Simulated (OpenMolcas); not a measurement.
Rh²⁺: effect of correlating more closed shells

- Program: OpenMolcas
- Basis: ANO-RCC-VTZP [7s6p4d2f1g]
- Scalar Hamiltonian: DKH2, point nucleus
- Active space: 7 electrons in 5 orbitals (4d)
- State averaging: 2S+1 = 4 even, 10 roots; 2S+1 = 2 even, 40 roots
- Spin-orbit coupling: state interaction with AMFI integrals over the reference wave functions, term energies averaged over their components

Methods on the same reference wave functions:
A. CASSCF
B. MS-CASPT2, IPEA 0.25 Eh, imaginary shift 0.1 Eh (closed shells correlated: none)
C. MS-CASPT2, IPEA 0.25 Eh, imaginary shift 0.1 Eh (closed shells correlated: 4s 4p)
D. MS-CASPT2, IPEA 0.25 Eh, imaginary shift 0.1 Eh (closed shells correlated: 3d 4s 4p)

Energies in cm-1 above 4d7 4F 9/2, the measured ground level; measured values from the list in Shadmi, J. Res. Natl. Bur. Stand. 70A, 435 (1966).

```json
{"Level": "4d7 4F 9/2", "A": "0.0", "B": "0.0", "C": "0.0", "D": "0.0", "Measured": "0.0"}
{"Level": "4d7 4F 7/2", "A": "2066", "B": "2080", "C": "2090", "D": "2090", "Measured": "2148"}
{"Level": "4d7 4F 5/2", "A": "3432", "B": "3410", "C": "3420", "D": "3420", "Measured": "3486"}
{"Level": "4d7 4F 3/2", "A": "4313", "B": "4260", "C": "4270", "D": "4270", "Measured": "4322"}
{"Level": "4d7 4P 5/2", "A": "14980", "B": "11800", "C": "11800", "D": "11760", "Measured": "11062"}
{"Level": "4d7 4P 3/2", "A": "15061", "B": "11970", "C": "11740", "D": "11690", "Measured": "10997"}
{"Level": "4d7 2G 9/2", "A": "15551", "B": "14480", "C": "13640", "D": "13570", "Measured": ""}
{"Level": "4d7 4P 1/2", "A": "16416", "B": "13290", "C": "13190", "D": "13140", "Measured": ""}
{"Level": "4d7 2G 7/2", "A": "17617", "B": "16480", "C": "15680", "D": "15610", "Measured": ""}
{"Level": "4d7 2P 3/2 [54 %]", "A": "20400", "B": "17430", "C": "16760", "D": "16690", "Measured": ""}
{"Level": "4d7 2H 11/2", "A": "20600", "B": "19750", "C": "18410", "D": "18330", "Measured": ""}
{"Level": "4d7 2P 1/2", "A": "22508", "B": "19770", "C": "18640", "D": "18560", "Measured": ""}
{"Level": "4d7 2D 5/2(1)", "A": "22529", "B": "19090", "C": "19140", "D": "19050", "Measured": ""}
{"Level": "4d7 2H 9/2", "A": "22631", "B": "21750", "C": "20470", "D": "20390", "Measured": ""}
{"Level": "4d7 2D 3/2(1) [66 %]", "A": "25986", "B": "22750", "C": "22440", "D": "22360", "Measured": ""}
{"Level": "4d7 2F 5/2", "A": "34263", "B": "29480", "C": "28010", "D": "27890", "Measured": ""}
{"Level": "4d7 2F 7/2", "A": "35245", "B": "30520", "C": "29040", "D": "28920", "Measured": ""}
{"Level": "4d7 2D 3/2(2)", "A": "53444", "B": "45000", "C": "44670", "D": "44500", "Measured": ""}
{"Level": "4d7 2D 5/2(2)", "A": "54438", "B": "46030", "C": "45650", "D": "45470", "Measured": ""}
```

Deviations, from unrounded energies. A percentage is the sum of absolute deviations over the sum of measured energies, with the sign that they share, or ± where signs differ.

```
                        Against measurement  Levels      A     B     C     D
             mean absolute deviation (cm-1)       5   1600   390   330   310
      fine structure of the ground term (%)       3   -1.4  -2.1  -1.7  -1.7
other terms of the ground configuration (%)       2  +36.2  +7.8  +6.7  +6.3
```

C, D lie about equally close to measurement and A furthest from it. The largest miss of D in the table is 4d7 4P 5/2, by +700 cm-1. The ranking rests on the paired levels alone, and a cruder setting can come out closer through cancelling errors.

Among B to D the level of the table that moves most is 4d7 2F 7/2, by 1600 cm-1 (lowest in D, highest in B). Moves below CASPT2's spread within the term are not significant.

The mean deviations of B to D differ by less than CASPT2's widest spread within a term (820 cm-1), so their order carries little weight.

From A to B the spin-free energies of the other terms of 4d7 shown, above 4F, scale by factors of 0.77 to 0.95, as is usual when dynamic correlation screens the repulsion within a d or f shell.

The lowest spin-free term lies below A's lowest term by 0.164 hartree in B, 0.470 hartree in C, 0.523 hartree in D.

What an inner shell adds also hangs on whether the basis holds functions to correlate it.

CASPT2 breaks the degeneracy within a term, and the mean is taken; among the terms shown or strongly mixed into the levels shown the widest spread is 820 cm-1 (4d7 4F, D). Levels of configurations with an s electron are missing; early in the row they begin among the upper levels of the d shell and mix with terms of their name. Without dynamic correlation excited terms often stand tens of per cent too high (terms of higher spin than the ground term too low), and those without a measured partner can miss by more than the paired ones (holds for A). Measured partners are found by configuration, term and J. A level has none where our copy of the source lacks it or the pairing is in doubt (some pairs that miss far off the trend of their configuration count as doubtful), and it then counts in no deviation. Only configurations of the active space appear.

A share in square brackets marks a mixed level and gives the weight of the term that names it, the lowest over the columns. A number in round brackets counts repeated terms of one configuration in the order of the reference energies.
